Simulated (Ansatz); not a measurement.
A nudged elastic band was laid between two geometries of BH5N2 + Cl (9 atoms, charge 0, multiplicity 2).

The calculation used UKS B3LYP/def2-SVP (Ansatz 0.2.0).

```
movable images  : 3
climbing image  : no
spring          : 5.0 eV/Å²
optimiser       : quadratic models (default)
start path      : through a guess of the saddle point
force threshold : 0.05 eV/Å
iteration limit : 60
end points      : relaxed
```

Initial state:

```xyz
9
Properties=species:S:1:pos:R:3
B 0.169 0.614 -0.116
H 0.214 1.648 0.499
N 1.304 0.140 -0.783
H 1.354 -0.747 -1.272
H 2.197 0.611 -0.710
N -1.095 -0.083 -0.176
H -1.937 0.300 0.235
H -1.261 -0.928 -0.713
Cl -0.945 -1.554 1.875
```

Final state:

```xyz
9
Properties=species:S:1:pos:R:3
B -0.015 0.133 -0.070
H -0.021 0.181 1.205
N 1.252 0.045 -0.664
H 2.093 -0.056 -0.111
H 1.412 0.017 -1.664
N -1.271 0.193 -0.691
H -2.130 0.239 -0.161
H -1.410 0.152 -1.694
Cl 0.088 -0.905 2.689
```

Task: What changes between the two ends?

Result: No bond is made or broken.

Task: Give the energies along the band, and the barrier.

Result: The forces met the threshold. The highest image is number 2 of 0 to 4, 9.7 kcal/mol above the first end and 2.9 kcal/mol above the last; the last end lies 6.8 kcal/mol above the first. No image climbed, so the highest image needn't sit at the top of the path. A band with more images between the same ends climbed to 0.65 eV, so this one has probably stepped over the top. So few images can step over the top or miss a turn of the path.

| image | path coordinate (Å) | energy (kcal/mol) |
| --- | --- | --- |
| 0 | 0.00 | 0.0 |
| 1 | 1.85 | 8.7 |
| 2 | 3.70 | 9.7 |
| 3 | 5.55 | 9.7 |
| 4 | 7.40 | 6.8 |

Task: What is the geometry of the highest image?

Result: 
```xyz
9
Properties=species:S:1:pos:R:3
B 0.055 -0.077 -0.116
H 0.127 -0.373 1.135
N 1.271 0.135 -0.798
H 1.468 -0.167 -1.740
H 2.101 0.464 -0.329
N -1.244 -0.014 -0.623
H -2.047 -0.193 -0.034
H -1.468 0.387 -1.527
Cl -0.264 -0.163 2.873
```

The run took 2.5 min on 2 threads of Arm Neoverse V1, with other jobs on the host, peak memory 0.22 GiB.
